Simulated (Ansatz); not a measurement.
BClGaHS, relaxed with RKS PBE0-D4/def2-TZVP in Ansatz 0.2.0 from a PBE-D4/def2-SVP geometry. The force threshold is 0.005 eV/Å; the program also tests the step.

Charge 0, multiplicity 1. The bonds changed during the relaxation, so this is another structure than the one it started from.

Start:

```xyz
5

Cl    0.796    0.907    1.891
B     0.163    0.181    0.415
S    -0.722   -1.347    0.296
Ga   -0.629   -0.594   -1.991
H     0.391    0.853   -0.611
```

```tsv
step	energy (eV)	largest force (eV/Å)	largest move (Å)
1	-76416.6420	0.457	0.000
2	-76416.6588	0.178	0.029
3	-76416.6617	0.064	0.013
4	-76416.6622	0.050	0.011
5	-76416.6623	0.049	0.008
6	-76416.6624	0.011	0.004
7	-76416.6624	0.000	0.001
```

End:

```xyz
5

Cl    0.783    0.887    1.896
B     0.173    0.199    0.407
S    -0.707   -1.317    0.271
Ga   -0.658   -0.641   -1.993
H     0.409    0.872   -0.581
```

It took 19 s on 4 threads of a server CPU on a shared host, with 0.43 GiB of host memory at the peak.
